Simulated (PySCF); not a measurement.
[WOCl3]+ at several levels of theory

Computed with PySCF 2.14.0 (density fitting, no spin-orbit coupling) at the geometry relaxed with PBE0:

```xyz
5
[WOCl3]+ (singlet)
W     0.0554    0.0000    0.0782
O     1.2520    0.0000    1.2280
Cl    0.3313    1.8237   -1.1175
Cl   -1.8579    0.0000    1.1604
Cl    0.3313   -1.8237   -1.1175
```

| level | basis | state | HOMO (eV) | gap (eV) | charge on W1 (e) | dipole about the centre of mass (D) | largest force component (eV/Å) |
| --- | --- | --- | --- | --- | --- | --- | --- |
| PBE0 | W def2-SVP with ECP60, O def2-SVP, Cl def2-SVP | singlet | -15.76 | 6.03 | 1.05 | 1.64 | 0.01 |
| r2SCAN | the same | singlet | -14.76 | 4.36 | 1.07 | 1.60 | 0.69 |
| BLYP | the same | singlet | -14.03 | 3.98 | 0.89 | 1.67 | 1.72 |
| B3LYP | the same | singlet | -15.39 | 5.59 | 1.01 | 1.70 | 0.66 |
| PBE0 | W def2-TZVP with ECP60, O def2-TZVP, Cl def2-TZVP | singlet | -15.55 | 6.02 | 1.34 | 1.75 | 0.30 |
| PBE0 | W x2c-SVPall, O x2c-SVPall, Cl x2c-SVPall | singlet | -15.79 | 5.76 | 0.95 | 1.68 | 0.66 |

Charges are Mulliken's, which hang on the basis. The relaxation used the grid (50, 194), these runs (75, 302) or, all-electron (x2c bases, spin-free X2C Hamiltonian), (99, 590).

(1) What does CAM-B3LYP with W def2-SVP with ECP60, O def2-SVP, Cl def2-SVP give here?

## Answers

(1) state singlet, HOMO (eV) -16.94, gap (eV) 8.31, charge on W1 (e) 1.03, dipole about the centre of mass (D) 1.65, largest force component (eV/Å) 0.11. Time: 11 s on 2 threads of Intel(R) Xeon(R) Platinum 8259CL CPU @ 2.50GHz (Skylake/Cascade Lake), on a shared host, from an already converged density.
